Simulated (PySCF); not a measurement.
Compound: C8H9F3.
Atom-mapped SMILES: `[CH2:1]=[C:2](/[CH:3]=[CH:4]\[CH3:5])[C:6](=[CH2:7])[C:8]([F:9])([F:10])[F:11]` (hydrogens: H12, H13 on C1; H14 on C3; H15 on C4; H16, H17, H18 on C5; H19, H20 on C7)

The same species was optimised twice, with GFN2-xTB and with PBE0-D3(BJ)/def2-SVP (PySCF), and the same property calculations (PySCF, gas phase) were run on both structures.

| coordinate | GFN2-xTB | PBE0-D3(BJ)/def2-SVP | change |
| --- | --- | --- | --- |
| C3=C4 (Å) | 1.329 | 1.343 | +0.014 |
| C2–C6 (Å) | 1.472 | 1.485 | +0.013 |
| C1=C2 (Å) | 1.335 | 1.346 | +0.011 |
| C6=C7 (Å) | 1.330 | 1.338 | +0.008 |
| C2–C3 (Å) | 1.471 | 1.480 | +0.009 |
| C8–F9 (Å) | 1.343 | 1.334 | -0.009 |
| C8–F10 (Å) | 1.343 | 1.338 | -0.005 |
| C8–F11 (Å) | 1.347 | 1.342 | -0.005 |
| C4–C5 (Å) | 1.491 | 1.492 | +0.001 |
| C6–C8 (Å) | 1.509 | 1.509 | 0.000 |
| C6–C8–F10 (°) | 112.7 | 111.0 | -1.7 |
| C1–C2–C3 (°) | 120.7 | 119.5 | -1.2 |
| C2–C6–C8 (°) | 116.8 | 118.0 | +1.2 |
| F9–C8–F10 (°) | 106.1 | 107.2 | +1.1 |
| C2–C3–C4 (°) | 126.0 | 127.2 | +1.2 |
| C3–C2–C6 (°) | 117.5 | 118.5 | +1.0 |
| F9–C8–F11 (°) | 105.8 | 106.8 | +1.0 |
| C3–C4–C5 (°) | 126.7 | 127.6 | +0.9 |
| C1–C2–C3–C4 (°) | -135 | -137 | -2 |
| C1–C2–C6–C7 (°) | -144 | -146 | -2 |
| C2–C6–C8–F9 (°) | 161 | 171 | +10 |

Rotational constants: A = 1725, B = 825.4, C = 716.4 MHz (GFN2-xTB) against A = 1712, B = 814.5, C = 700.3 MHz (PBE0-D3(BJ)/def2-SVP). Point groups within 0.08 Å: C1 and C1.

On the GFN2-xTB structure: HOMO (eV) -6.85 [PBE0/pcSseg-1]; LUMO (eV) -1.40 [PBE0/pcSseg-1]; dipole (D) 2.56 [PBE0/pcSseg-1]; GIAO shielding of C1 (ppm) 60.1 [PBE0/pcSseg-1]; GIAO shielding of C2 (ppm) 40.6 [PBE0/pcSseg-1]; GIAO shielding of C3 (ppm) 50.0 [PBE0/pcSseg-1]; GIAO shielding of C4 (ppm) 46.9 [PBE0/pcSseg-1]; GIAO shielding of C5 (ppm) 165.0 [PBE0/pcSseg-1]; GIAO shielding of C6 (ppm) 39.1 [PBE0/pcSseg-1]; GIAO shielding of C7 (ppm) 56.6 [PBE0/pcSseg-1]; GIAO shielding of C8 (ppm) 53.8 [PBE0/pcSseg-1].

**Question.** What do these properties become on the PBE0-D3(BJ)/def2-SVP structure?

**Answer.** 
```json
{"property": "HOMO (eV)", "level": "PBE0/pcSseg-1", "on GFN2-xTB": "-6.85", "on PBE0-D3(BJ)/def2-SVP": "-6.79", "change": "+0.06"}
{"property": "LUMO (eV)", "level": "PBE0/pcSseg-1", "on GFN2-xTB": "-1.40", "on PBE0-D3(BJ)/def2-SVP": "-1.39", "change": "+0.01"}
{"property": "dipole (D)", "level": "PBE0/pcSseg-1", "on GFN2-xTB": "2.56", "on PBE0-D3(BJ)/def2-SVP": "2.37", "change": "-0.19"}
{"property": "energy, GFN2-xTB geometry as zero (kcal/mol)", "level": "PBE0/pcSseg-1", "on GFN2-xTB": "0.0", "on PBE0-D3(BJ)/def2-SVP": "-1.2", "change": "-1.2"}
{"property": "GIAO shielding of C1 (ppm)", "level": "PBE0/pcSseg-1", "on GFN2-xTB": "60.1", "on PBE0-D3(BJ)/def2-SVP": "56.8", "change": "-3.3"}
{"property": "GIAO shielding of C2 (ppm)", "level": "PBE0/pcSseg-1", "on GFN2-xTB": "40.6", "on PBE0-D3(BJ)/def2-SVP": "37.9", "change": "-2.7"}
{"property": "GIAO shielding of C3 (ppm)", "level": "PBE0/pcSseg-1", "on GFN2-xTB": "50.0", "on PBE0-D3(BJ)/def2-SVP": "46.3", "change": "-3.7"}
{"property": "GIAO shielding of C4 (ppm)", "level": "PBE0/pcSseg-1", "on GFN2-xTB": "46.9", "on PBE0-D3(BJ)/def2-SVP": "44.5", "change": "-2.4"}
{"property": "GIAO shielding of C5 (ppm)", "level": "PBE0/pcSseg-1", "on GFN2-xTB": "165.0", "on PBE0-D3(BJ)/def2-SVP": "164.1", "change": "-0.9"}
{"property": "GIAO shielding of C6 (ppm)", "level": "PBE0/pcSseg-1", "on GFN2-xTB": "39.1", "on PBE0-D3(BJ)/def2-SVP": "38.1", "change": "-1.0"}
{"property": "GIAO shielding of C7 (ppm)", "level": "PBE0/pcSseg-1", "on GFN2-xTB": "56.6", "on PBE0-D3(BJ)/def2-SVP": "53.7", "change": "-2.9"}
{"property": "GIAO shielding of C8 (ppm)", "level": "PBE0/pcSseg-1", "on GFN2-xTB": "53.8", "on PBE0-D3(BJ)/def2-SVP": "55.7", "change": "+1.9"}
```

The heavy atoms differ by 0.111 Å rms after alignment. Among bonds between heavy atoms C2–C6 and C3=C4 change most and about equally (+0.013 to +0.014 Å). Changes are differences of the printed values. Neither structure is proved a minimum here.

The values belong to the conformer `[CH2:1]=[C:2](/[CH:3]=[CH:4]\[CH3:5])[C:6](=[CH2:7])[C:8]([F:9])([F:10])[F:11]`: C1–C2–C3–C4 -137°, C1–C2–C6–C7 -146°, C2–C6–C8–F9 171°.
